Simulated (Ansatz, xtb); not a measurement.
Two structures of AlH6PSn

Structure X is a singlet given by its coordinates and structure Y is a singlet given by its coordinates. Both are isolated molecules in the gas phase, relaxed with PBE0-D3(BJ)/def2-SVP.

X (Å):

```xyz
9

Al   -0.5836   -0.1235    1.0669
P     1.1653    0.3773   -0.4947
Sn    2.5342   -0.4824    1.6006
H    -1.2272    1.1877    1.6843
H    -1.3403   -1.4451    0.6127
H     0.6685   -0.7087    2.1606
H     1.4101    1.7043   -0.9075
H     1.2733   -0.3626   -1.6927
H     2.3357    1.2074    2.1224
```

Close contacts (Å): Al1–P2 2.40, Al1–Sn3 3.18, P2–Sn3 2.65, Al1–H4 1.59, Al1–H5 1.59, Al1–H6 1.76, P2–H7 1.41, P2–H8 1.41, Sn3–H6 1.96, Sn3–H9 1.78.

Y (Å):

```yaml
atoms:
  - { symbol: Al, position_ang: [-1.0456, 0.4962, 0.5745] }
  - { symbol: P, position_ang: [2.6209, 0.1492, -0.0976] }
  - { symbol: Sn, position_ang: [1.1276, -1.0307, 1.6824] }
  - { symbol: H, position_ang: [-0.7275, 1.4558, -0.6457] }
  - { symbol: H, position_ang: [-2.4522, 0.3254, 1.2909] }
  - { symbol: H, position_ang: [-0.3423, -1.0893, 0.3662] }
  - { symbol: H, position_ang: [0.1684, 0.6647, 1.8428] }
  - { symbol: H, position_ang: [3.1036, 1.0555, 0.9014] }
  - { symbol: H, position_ang: [3.6890, -0.7747, 0.1426] }
```

Close contacts (Å): Al1–Sn3 2.88, P2–Sn3 2.61, Al1–H4 1.58, Al1–H5 1.59, Al1–H6 1.75, Al1–H7 1.76, P2–H8 1.43, P2–H9 1.43, Sn3–H6 1.97, Sn3–H7 1.95.

Energies in hartree; the thermal terms are from PBE0-D3(BJ)/def2-SVP harmonic frequencies (ideal gas, rigid rotor, one conformer each, 298.15 K, 1 atm) and include the zero-point energy:

```
                               X           Y
E, CCSD(T)/def2-TZVP  −800.139056  −800.134021
   zero-point energy     0.045722     0.045812
        H(298 K) − E     0.053516     0.053837
        G(298 K) − E     0.014188     0.012867
```

**Question.** Work out ΔE, ΔE₀, ΔH and ΔG for X → Y in kcal/mol (1 Eh = 627.51 kcal/mol) and the equilibrium ratio [Y]/[X].

**Answer.** 1. ΔE = −800.134021 − (−800.139056) = +0.005035 Eh = +3.16 kcal/mol.
2. ΔE₀ = ΔE + ΔZPE = +0.005035 + (+0.000090) Eh = +3.22 kcal/mol.
3. ΔH = ΔE + (+0.000321) Eh = +3.36 kcal/mol.
4. ΔG = ΔE + (−0.001321) Eh = +2.33 kcal/mol, so ΔS = (ΔH − ΔG)/T = +14.5 J/(mol K).
5. kT = 0.9442 mEh, so K = [Y]/[X] = exp(−ΔG/kT) = exp(−3.93) ≈ 0.02.

Structure X is favoured at this temperature. An error of 1 kcal/mol in ΔG would change K by a factor of 5.4. Mirror images and further conformers aren't counted.

Other levels gave ΔE = +5.6 (PBE0-D3(BJ)/def2-SVP); +4.6 (HF/def2-TZVP); +3.4 (MP2/def2-TZVP) kcal/mol. The correlated steps freeze 14 core orbitals; the filled d shell of Sn is correlated, in a basis made for valence electrons. Atoms past krypton carry core potentials in the def2 sets, without spin–orbit terms. Programs: Ansatz 0.2.0.
